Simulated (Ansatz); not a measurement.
GaH$_{5}$O$_{3}$, closed shell: a relaxation.

The input file, in.yaml:

```yaml
crystal:
  periodic: [false, false, false]
  atoms:
    - {symbol: Ga, position_ang: [-0.799555, -0.246104, -0.182391]}
    - {symbol: O, position_ang: [0.745551, -1.353517, 0.771460]}
    - {symbol: H, position_ang: [-1.555519, -0.901045, -1.386287]}
    - {symbol: H, position_ang: [-1.514598, 0.203334, 1.171593]}
    - {symbol: H, position_ang: [1.190794, -0.718248, 0.379051]}
    - {symbol: O, position_ang: [0.744797, 0.372846, -0.938495]}
    - {symbol: O, position_ang: [0.265722, 1.688929, -0.349863]}
    - {symbol: H, position_ang: [0.795889, -1.199866, 1.726318]}
    - {symbol: H, position_ang: [0.126920, 2.153572, -1.191387]}
basis:
  gaussian: {orbitals: def2-TZVP}
hamiltonian: {xc: pbe0, dispersion: d4}
relax: {f_tol: 0.005, max_steps: 200}
```

Run by:

```bash
ansatz run in.yaml --threads 4 --pin off --events-out ev --progress --plain --max-ram 9574MiB
```

Output of Ansatz 0.2.0:

```
Functional definition: PBE0
  name "PBE0"
  cite "Adamo & Barone, J. Chem. Phys. 110, 6158 (1999) doi:10.1063/1.478522"
  cite "Perdew, Burke & Ernzerhof, Phys. Rev. Lett. 77, 3865 (1996) doi:10.1103/PhysRevLett.77.3865"
  parent pbe
  parameter a = 0.25
  parameter kappa = 0.804
  parameter beta = 0.06672455060314922
  exchange = (1 - a)*pbe_x(kappa = kappa, mu = beta*pi^2/3) + a*exact_x
  correlation = pbe_c(beta = beta)
1086 factors; their error is unknown
mean field evaluation 1: about -58580.8386 eV, gradient 6.4e1 eV
mean field evaluation 2: about -58575.4475 eV, gradient 8.6e1 eV
mean field evaluation 4: about -58586.6868 eV, gradient 6.1e0 eV
mean field evaluation 8: about -58586.9433 eV, gradient 4.4e-1 eV
mean field evaluation 16: about -58586.9435 eV, gradient 6.7e-5 eV
mean field -58586.94345561 eV, -2153.0304603370 hartree, gradient 6.7e-5 eV, S^2 0.000000; 0 other end points of the search recorded, 0 dependent functions left out
the calculation of the forces begins
reference -58586.94348413 eV, -2153.0304613851 hartree; 30, 30 occupied and 141, 141 virtual orbitals, 1086 factors
relax step   1: F+E_penalty+E_count = -58587.06910095 eV  Δ(F+E_penalty+E_count) = +0.000e0 eV  max|allowed force component| = 5.655e0 eV/Å  Δτ_max = 0.0000 Å  (28 SCF iters, accepted)
relax step   2: F+E_penalty+E_count = -58587.71213066 eV  Δ(F+E_penalty+E_count) = -6.430e-1 eV  max|allowed force component| = 1.106e0 eV/Å  Δτ_max = 0.1521 Å  (39 SCF iters, accepted)
relax step   3: F+E_penalty+E_count = -58587.84624080 eV  Δ(F+E_penalty+E_count) = -1.341e-1 eV  max|allowed force component| = 4.430e-1 eV/Å  Δτ_max = 0.2000 Å  (37 SCF iters, accepted)
relax step   4: F+E_penalty+E_count = -58587.88015505 eV  Δ(F+E_penalty+E_count) = -3.391e-2 eV  max|allowed force component| = 1.323e0 eV/Å  Δτ_max = 0.1452 Å  (38 SCF iters, accepted)
relax step   5: F+E_penalty+E_count = -58587.86041071 eV  Δ(F+E_penalty+E_count) = +1.974e-2 eV  max|allowed force component| = 1.099e0 eV/Å  Δτ_max = 0.1695 Å  (36 SCF iters, rejected (line search))
relax step   6: F+E_penalty+E_count = -58587.96571172 eV  Δ(F+E_penalty+E_count) = -8.556e-2 eV  max|allowed force component| = 1.706e-1 eV/Å  Δτ_max = 0.0843 Å  (32 SCF iters, accepted)
relax step   7: F+E_penalty+E_count = -58587.98366650 eV  Δ(F+E_penalty+E_count) = -1.795e-2 eV  max|allowed force component| = 3.613e-1 eV/Å  Δτ_max = 0.0918 Å  (31 SCF iters, accepted)
relax step   8: F+E_penalty+E_count = -58588.00673654 eV  Δ(F+E_penalty+E_count) = -2.307e-2 eV  max|allowed force component| = 4.373e-1 eV/Å  Δτ_max = 0.1469 Å  (36 SCF iters, accepted)
relax step   9: F+E_penalty+E_count = -58588.04014223 eV  Δ(F+E_penalty+E_count) = -3.341e-2 eV  max|allowed force component| = 3.754e-1 eV/Å  Δτ_max = 0.1997 Å  (37 SCF iters, accepted)
relax step  10: F+E_penalty+E_count = -58588.03156958 eV  Δ(F+E_penalty+E_count) = +8.573e-3 eV  max|allowed force component| = 1.102e0 eV/Å  Δτ_max = 0.1964 Å  (37 SCF iters, rejected (line search))
relax step  11: F+E_penalty+E_count = -58588.05933164 eV  Δ(F+E_penalty+E_count) = -1.919e-2 eV  max|allowed force component| = 2.354e-1 eV/Å  Δτ_max = 0.0982 Å  (31 SCF iters, accepted)
relax step  12: F+E_penalty+E_count = -58588.06969997 eV  Δ(F+E_penalty+E_count) = -1.037e-2 eV  max|allowed force component| = 4.107e-1 eV/Å  Δτ_max = 0.1000 Å  (31 SCF iters, accepted)
relax step  13: F+E_penalty+E_count = -58588.08256759 eV  Δ(F+E_penalty+E_count) = -1.287e-2 eV  max|allowed force component| = 5.190e-1 eV/Å  Δτ_max = 0.1470 Å  (32 SCF iters, accepted)
relax step  14: F+E_penalty+E_count = -58588.10015746 eV  Δ(F+E_penalty+E_count) = -1.759e-2 eV  max|allowed force component| = 3.642e-1 eV/Å  Δτ_max = 0.1457 Å  (39 SCF iters, accepted)
relax step  15: F+E_penalty+E_count = -58588.10081811 eV  Δ(F+E_penalty+E_count) = -6.607e-4 eV  max|allowed force component| = 3.021e-1 eV/Å  Δτ_max = 0.0583 Å  (32 SCF iters, accepted)
relax step  16: F+E_penalty+E_count = -58588.11066435 eV  Δ(F+E_penalty+E_count) = -9.846e-3 eV  max|allowed force component| = 1.956e-1 eV/Å  Δτ_max = 0.0690 Å  (32 SCF iters, accepted)
relax step  17: F+E_penalty+E_count = -58588.11189909 eV  Δ(F+E_penalty+E_count) = -1.235e-3 eV  max|allowed force component| = 1.190e-1 eV/Å  Δτ_max = 0.0385 Å  (32 SCF iters, accepted)
relax step  18: F+E_penalty+E_count = -58588.11327719 eV  Δ(F+E_penalty+E_count) = -1.378e-3 eV  max|allowed force component| = 1.081e-1 eV/Å  Δτ_max = 0.0350 Å  (33 SCF iters, accepted)
relax step  19: F+E_penalty+E_count = -58588.11459525 eV  Δ(F+E_penalty+E_count) = -1.318e-3 eV  max|allowed force component| = 5.195e-2 eV/Å  Δτ_max = 0.0317 Å  (32 SCF iters, accepted)
relax step  20: F+E_penalty+E_count = -58588.11494365 eV  Δ(F+E_penalty+E_count) = -3.484e-4 eV  max|allowed force component| = 3.820e-1 eV/Å  Δτ_max = 0.1229 Å  (32 SCF iters, accepted)
relax step  21: F+E_penalty+E_count = -58588.12069592 eV  Δ(F+E_penalty+E_count) = -5.752e-3 eV  max|allowed force component| = 2.562e-1 eV/Å  Δτ_max = 0.0457 Å  (31 SCF iters, accepted)
relax step  22: F+E_penalty+E_count = -58588.13078230 eV  Δ(F+E_penalty+E_count) = -1.009e-2 eV  max|allowed force component| = 1.149e-1 eV/Å  Δτ_max = 0.1019 Å  (32 SCF iters, accepted)
relax step  23: F+E_penalty+E_count = -58588.11288091 eV  Δ(F+E_penalty+E_count) = +1.790e-2 eV  max|allowed force component| = 1.197e0 eV/Å  Δτ_max = 0.1950 Å  (38 SCF iters, rejected (line search))
relax step  24: F+E_penalty+E_count = -58588.13959262 eV  Δ(F+E_penalty+E_count) = -8.810e-3 eV  max|allowed force component| = 1.897e-1 eV/Å  Δτ_max = 0.0974 Å  (32 SCF iters, accepted)
relax step  25: F+E_penalty+E_count = -58588.14478527 eV  Δ(F+E_penalty+E_count) = -5.193e-3 eV  max|allowed force component| = 4.309e-1 eV/Å  Δτ_max = 0.0988 Å  (31 SCF iters, accepted)
relax step  26: F+E_penalty+E_count = -58588.15599080 eV  Δ(F+E_penalty+E_count) = -1.121e-2 eV  max|allowed force component| = 2.895e-1 eV/Å  Δτ_max = 0.1500 Å  (32 SCF iters, accepted)
relax step  27: F+E_penalty+E_count = -58588.16073031 eV  Δ(F+E_penalty+E_count) = -4.740e-3 eV  max|allowed force component| = 2.966e-1 eV/Å  Δτ_max = 0.0700 Å  (32 SCF iters, accepted)
relax step  28: F+E_penalty+E_count = -58588.16450560 eV  Δ(F+E_penalty+E_count) = -3.775e-3 eV  max|allowed force component| = 7.315e-2 eV/Å  Δτ_max = 0.0383 Å  (32 SCF iters, accepted)
relax step  29: F+E_penalty+E_count = -58588.16483344 eV  Δ(F+E_penalty+E_count) = -3.278e-4 eV  max|allowed force component| = 9.525e-2 eV/Å  Δτ_max = 0.0338 Å  (34 SCF iters, accepted)
relax step  30: F+E_penalty+E_count = -58588.16539377 eV  Δ(F+E_penalty+E_count) = -5.603e-4 eV  max|allowed force component| = 3.974e-2 eV/Å  Δτ_max = 0.0081 Å  (34 SCF iters, accepted)
relax step  31: F+E_penalty+E_count = -58588.16540399 eV  Δ(F+E_penalty+E_count) = -1.022e-5 eV  max|allowed force component| = 2.572e-2 eV/Å  Δτ_max = 0.0056 Å  (35 SCF iters, accepted)
relax step  32: F+E_penalty+E_count = -58588.16545821 eV  Δ(F+E_penalty+E_count) = -5.421e-5 eV  max|allowed force component| = 5.573e-3 eV/Å  Δτ_max = 0.0025 Å  (35 SCF iters, accepted)
relax step  33: F+E_penalty+E_count = -58588.16546370 eV  Δ(F+E_penalty+E_count) = -5.494e-6 eV  max|allowed force component| = 1.625e-3 eV/Å  Δτ_max = 0.0022 Å  (35 SCF iters, accepted)
Total energy: -58588.16549233 eV, -2153.0753693582 hartree
Atom 0 at    -1.109693    -0.500027    -0.185836 Å, force    -0.000346    -0.001482     0.000629 eV/Å
Atom 1 at     0.799628    -0.965156     0.593139 Å, force     0.000882    -0.000951     0.000211 eV/Å
Atom 2 at    -1.565966    -1.651767    -1.131902 Å, force    -0.000449     0.000534    -0.000046 eV/Å
Atom 3 at    -1.773926    -0.017563     1.151260 Å, force     0.000258     0.000393    -0.001093 eV/Å
Atom 4 at     1.153619    -0.063724     0.384294 Å, force    -0.000735     0.001625    -0.000538 eV/Å
Atom 5 at    -0.235819     0.825598    -1.184284 Å, force     0.000125     0.000734     0.000542 eV/Å
Atom 6 at     0.694188     1.465408    -0.274925 Å, force     0.000118    -0.000917    -0.000012 eV/Å
Atom 7 at     0.802561    -1.048000     1.551495 Å, force     0.000040    -0.000129     0.000482 eV/Å
Atom 8 at     1.235410     1.955133    -0.903243 Å, force     0.000107     0.000193    -0.000175 eV/Å
Dipole moment:     0.508462     0.011937     0.404839 e Å

[the SCF lines of later steps are left out]
```

Hardware: 4 CPU threads of an Arm Neoverse V1, shared host. Wall time about 77 s.
